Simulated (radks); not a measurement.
Results of a calculation; reference values are marked as such.
Task: Orbital eigenvalues (eV) of the iodine ion I+, [Kr] 4d10 5s2 5p4, of relativity; Dirac values are averaged over j with weights 2j + 1. Spin-unpolarised spherical Kohn-Sham, BLYP, point nucleus unless stated (finite: rms radius 4.75 fm), a radial shooting solver on a logarithmic mesh with Libxc functionals. A level marked "c x" has the speed of light scaled by that factor and shares open shells by 2j + 1; other Dirac levels either fill j = l - 1/2 first or share by 2j + 1.

shell  non-rel.
1s       -31661
2s      -4778.0
2p      -4491.0
3s      -969.43
3p      -848.71
3d      -624.21
4s      -176.05
4p      -133.84
4d      -61.905
5s      -24.568
5p      -15.175

Give the values at the level "Dirac, c x 1.25".

Result: 
shell  Dirac, c x 1.25  change of magnitude (%)
1s              -32478                    +2.58
2s             -4978.0                    +4.19
2p             -4551.2                    +1.34
3s             -1011.1                    +4.30
3p             -861.67                    +1.53
3d             -618.25                    -0.96
4s             -184.45                    +4.77
4p             -135.81                    +1.47
4d             -60.390                    -2.45
5s             -25.504                    +3.81
5p             -15.190                    +0.10
